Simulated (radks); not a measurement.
Spherical quantum dot in the effective-mass picture: electrons in a well V = -V0 / (1 + exp((r - R)/a)) with V0 = 4.1, R = 9.03, a = 1, with a point charge +1 (a donor) at the centre, all in effective atomic units (hartree* = m*/eps^2 hartree, bohr* = eps/m* bohr), one dielectric constant everywhere. Method: non-relativistic Kohn-Sham, LDA (Slater exchange, Perdew-Wang correlation), spin-polarised, spherical densities; computed with a radial shooting solver with Libxc functionals. Levels are named by radial order and angular momentum (1s, 1p, 1d, 2s, ...), and open shells are averaged over m.

N = 17, configuration 1s2 1p6 1d(up 5, down 3) 2s(up 1, down 0). This is the lowest configuration that the search found. Occupied and some empty levels:

level,occupation,eigenvalue (hartree*),<r> (bohr*)
1s up,1,-1.4918,4.002
1s down,1,-1.4635,5.032
1p up,3,-1.4272,5.641
1p down,3,-1.4150,5.650
2s up,1,-1.3970,3.402
1d up,5,-1.3568,5.885
1d down,3,-1.3449,5.888
2s down,0,-1.3111,2.841
1f up,0,-1.2631,6.090
1f down,0,-1.2512,6.095
1g up,0,-1.1483,6.276
1g down,0,-1.1366,6.282
2p up,0,-1.1015,4.492
2p down,0,-1.0841,4.607

Energy (hartree*): total -46.3453, kinetic 3.0482, external -69.705, Hartree 23.659, exchange-correlation -3.3482.
